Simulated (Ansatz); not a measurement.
Species: ZrH, net charge 0, quartet state. The spin state was set by rule; other spins were not relaxed. 
Geometry from a B3LYP-D3(BJ)/def2-TZVP (Ansatz, an electronic-structure program) optimisation:
```xyz
2

Zr     0.0000     0.0000    -0.0456
H      0.0000     0.0000     1.8224
```
Charge 0, spin multiplicity 4.

Basis-set convergence of Hartree-Fock and CCSD(T) correlation energies (hartree) with Ansatz. Cores are frozen in the correlated levels unless marked. UHF or UKS for open shells. No spin-orbit coupling. Frozen are the shells of the preceding noble gas and the d and f shells that filled before the atom's block. Past Kr the def2 sets carry scalar-relativistic core potentials.

```tsv
basis	functions	E(HF)	E(corr, CCSD(T))
def2-SVPD	42	-47.01067	-0.05761
def2-TZVPPD	73	-47.02522	-0.06807
def2-QZVPPD	114	-47.02727	-0.07061
```

Extrapolating the two largest sets (X = 3 and 4) as X^-3: E(corr) = (64·(-0.07061) - 27·(-0.06807))/37 = -0.0725 Eh, an estimate of the basis-set limit. The largest set recovers 97.4 % of it, the smallest 79.5 %.
